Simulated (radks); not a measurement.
Ionisation ladder of gold, from Au LXVII to Au LXXIX. Each ion is in the ground configuration listed by NIST, and IE = E(next ion) - E(this ion), with E = 0 for the bare nucleus. Calculated with a radial shooting solver on a logarithmic mesh with Libxc functionals: non-relativistic Kohn-Sham, PBE, spin-polarised, spherical densities, point nucleus; open shells are filled with parallel spins first (spin-orbit coupling, left out, can overturn this in heavy ions); relativity is left out, which matters for an element this heavy.

species     configuration  E (hartree)  IE, Delta-SCF (eV)  -e(HOMO) (eV)     HOMO  <r> HOMO (bohr)  IE, NIST (eV)    kind  error (eV)
Au LXVII     [Ne] 3s2 3p1  -12628.7965              7268.8         7207.1    3p up            0.175           7910  theory      -641.2
Au LXVIII        [Ne] 3s2  -12361.6725              7526.2         7471.4       3s            0.185           8210  theory      -683.8
Au LXIX          [Ne] 3s1  -12085.0881              7657.3         7602.2    3s up            0.184           8360  theory      -702.7
Au LXX               [Ne]  -11803.6876             17826.3        17658.6       2p           0.0670          18040  theory      -213.7
Au LXXI      [He] 2s2 2p5  -11148.5847             18159.4        17993.5  2p down           0.0666          18400  theory      -240.6
Au LXXII     [He] 2s2 2p4  -10481.2403             18486.1        18324.2  2p down           0.0663          18790  theory      -303.9
Au LXXIII    [He] 2s2 2p3   -9801.8898             18929.9        18758.0    2p up           0.0658          19150  theory      -220.1
Au LXXIV     [He] 2s2 2p2   -9106.2276             19271.5        19101.4    2p up           0.0655          21470  theory     -2198.5
Au LXXV      [He] 2s2 2p1   -8398.0124             19606.4        19440.5    2p up           0.0652          21920  theory     -2313.6
Au LXXVI         [He] 2s2   -7677.4923               20070        19947.1       2s           0.0774          22500  theory     -2430.3
Au LXXVII        [He] 2s1   -6939.9431               20386          20263    2s up           0.0771        22868.1  theory     -2481.8
Au LXXVIII           [He]   -6190.7621               83560          83072       1s           0.0191        91515.8  theory     -7955.8
Au LXXIX              1s1   -3119.9886               84899          84408    1s up           0.0190        93254.6  theory     -8355.4

Reference values: NIST Atomic Spectra Database (exp. = measured, semi-emp. = semi-empirical, theory = theoretical value adopted there). The ionisation energy per charge of the ion left behind rises most, in proportion, at Au LXXVIII ([He]), from 264.76 to 1071.3 eV. Relativity is left out here, which matters for elements this heavy. Open shells are spherical and high-spin; term and fine-structure splittings are not resolved.
